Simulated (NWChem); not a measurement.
Species: NH$_{3}$Se; SMILES N[SeH]

Program: NWChem. The geometry was optimised at PBE0-D3(BJ)/def2-TZVP. Ions are spin-unrestricted doublets at the neutral geometry; other ion states weren't tried.

### Question
Estimate the computed values for PBE/def2-TZVP. Quantities: vertical ionisation energy, ΔSCF (eV); −ε(HOMO) (eV).

### Answer
| Quantity | Result |
|---|---|
| vertical ionisation energy, ΔSCF (eV) | 9.22 |
| −ε(HOMO) (eV) | 5.54 |
